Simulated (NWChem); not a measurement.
SiF₂, singlet; SMILES F[Si]F

```xyz
3

Si     0.0000     0.0000     0.5806
F      1.2465     0.0000    -0.4649
F     -1.2465     0.0000    -0.4649
```
Atoms are numbered in this order, from 1.

Computed with NWChem. Low-valent species are run as closed-shell singlets; no triplet was tried in these runs. The geometry was optimised at PBE0/def2-SVP. Level: PBE0/def2-SVP with SMD (1 M gas to 1 M solution), gas-phase geometry. Reactions with the solvent are ignored.

For solvent n-hexane:

- cavity-dispersion-structure term (kcal/mol) = -0.4
- dipole in solution (D) = 1.28

### Question
Estimate the same quantities for solvent water.

### Answer
The cavity-dispersion-structure term (kcal/mol) is 1.6 and the dipole in solution (D) is 1.39.
